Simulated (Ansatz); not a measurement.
Consider the silylene loss: `CN([SiH3])C=O` → `CNC=O` + `[SiH2]`.

Calculated with Ansatz (gas phase, PBE0-D4/def2-TZVP geometries, no zero-point term in ΔE). CCSD(T)/CBS is the MP2 limit (def2-TZVPP, def2-QZVPP) plus CCSD(T) − MP2 in def2-TZVPP, frozen cores. This one scheme is used for every species. Functionals use def2-TZVPP. HSE06 is defined as in plane-wave codes. One conformer a species, not always the lowest.

CCSD(T)/CBS gives +2.89 eV.

Q: Another level gave +3.05 eV. Which?
A. HF/def2-TZVPP
B. revPBE/def2-TZVPP
C. r2SCAN-D4/def2-TZVPP
D. HSE06/def2-TZVPP

A: C. r2SCAN-D4 3.05, HF/def2-TZVPP 2.68, HSE06 2.84, revPBE 2.54 eV.

Largest T1 diagnostic among the species: 0.015.

Leaving LDA and LC-ωPBE aside and taking each functional with its dispersion term where it has one, the values, not all of them listed here, spread over 0.35 eV, from BLYP-D4 to r2SCAN0-D4. LDA lies +0.39 eV from PBE without D4. From PBE to PBE0 (25 % exact exchange), in def2-TZVPP and without D4, ΔE moves by +0.11 eV.

CCSD(T)/CBS has its own doubt, a few kJ/mol and more with outer-core shells, so smaller differences from it don't rank the levels.
